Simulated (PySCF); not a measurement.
Computed Raman spectrum (relative Raman activity) of a molecule C3H7NO. Geometry: PBE0-D3(BJ)/def2-SVP. One conformer was computed; it need not be the lowest. All values below come from PBE0-D3(BJ)/def2-SVP (PySCF). Frequencies are harmonic and unscaled.

ν (cm⁻¹): 1077 (vw), 1104 (vw), 1408 (vw), 1417 (w), 1444 (w), 1446 (w), 1449 (w), 1472 (vw), 1479 (w), 1536 (vw), 1859 (vw), 2960 (m), 3026 (m), 3035 (vs), 3098 (s), 3111 (m), 3158 (m), 3189 (m) (against the strongest line: vs over 80 %, s over 45 %, m over 15 %, w over 4 %, vw less)

### Question
Which molecule gave these data?
A) CN(C)C=O
B) C/N=C/OC
C) C/N=C\CO

### Answer
A, CN(C)C=O
